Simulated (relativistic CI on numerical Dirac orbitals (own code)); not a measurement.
## What each ingredient does to the levels of Te35+

Base calculation: Dirac-Coulomb-Breit CI, KLI orbitals optimised for each configuration, a model potential for QED, unscaled Slater integrals.

Configuration list (outside the closed core [Ne]): 3s2 3p5, 3s 3p6, 3s2 3p4 3d, 3s 3p5 3d, 3p6 3d, 3s 3p4 3d2, 3s2 3p3 3d 4p, 3p6 4s, 3s 3p4 3d 4s, 3s2 3p4 4s, 3p6 4p, 3s2 3p4 4p, 3s2 3p4 4d, 3p5 3d 4p, 3s 3p5 4s, 3s2 3p4 4f, 3s 3p5 4p, 3s 3p5 4d, 3s 3p5 4f, 3s2 3p4 5s, 3s2 3p4 5p, 3s2 3p4 5d, 3s2 3p3 4s 4p, 3s2 3p4 5f, 3s2 3p4 5g, 3s 3p4 4s2, 3s 3p5 5s, 3s 3p5 5p, 3s2 3p3 3d2, 3s2 3p2 3d3, 3s 3p3 3d3, 3s2 3p2 3d2 4s, 3s2 3p2 3d2 4p, 3s2 3p2 3d2 4d, 3p5 3d2, 3p4 3d3, 3p4 3d2 4s, 3p4 3d2 4p, 3p4 3d2 4d, 3s2 3p3 3d 4s, 3s 3p3 3d2 4s, 3s2 3p2 3d 4s2, 3s2 3p2 3d 4s 4p, 3s2 3p2 3d 4s 4d, 3p5 3d 4s, 3p4 3d 4s2, 3p4 3d 4s 4p, 3p4 3d 4s 4d, 3s2 3p3 4s2, 3s 3p3 3d 4s2, 3s2 3p2 4s2 4p, 3s2 3p2 4s2 4d, 3s2 3p3 4p2, 3s2 3p2 3d 4p2, 3s 3p3 3d 4p2, 3s2 3p2 4s 4p2, 3s2 3p2 4p3, 3s2 3p2 4p2 4d. Double excitations out of closed p, d and f shells are left out; levels of such configurations are missing from the list, as are those of other unlisted configurations, and high levels can miss mixing partners. These lack a partner that the ground configuration has and come out too high: 3s2 3p4 4f, 3s 3p5 4p, 3s 3p5 4d, 3s 3p5 4f, 3s2 3p4 5s.

The lowest level and the first level of each name with at least 55 % of one term (blank where a level has no safe partner in the second run):

| Level | Base (cm⁻¹) | Shift (cm⁻¹) |
| --- | --- | --- |
| 3s2 3p5 2P°_3/2 | 0 | 0 |
| 3s2 3p5 2P°_1/2 | 521963 | -521962 |
| 3s2 3p4 3d 4F_9/2 | 1342200 | -162991 |
| 3s2 3p4 3d 4D_1/2 | 1661641 |  |
| 3s2 3p4 3d 2G_7/2 | 1780787 | -536212 |
| 3s2 3p4 3d 2G_9/2 | 1888402 | -643826 |
| 3s 3p5 3d 4F°_9/2 | 2689156 | -735340 |

At this charge energies of transitions that change n are usually good to better than 1 %, and those within a shell (Δn = 0) to a few per cent.

One thing was changed in a second run, which moved the levels as shown. Which?
A. non-relativistic limit
B. QED terms removed
C. configuration mixing switched off
D. Breit term removed

A. Non-relativistic limit. Without relativity the fine structure collapses and s electrons lose their extra binding.

LS names give the leading component of a level, which can be under half, so a name can repeat, a term be missing and a line seem to break the LS rules.
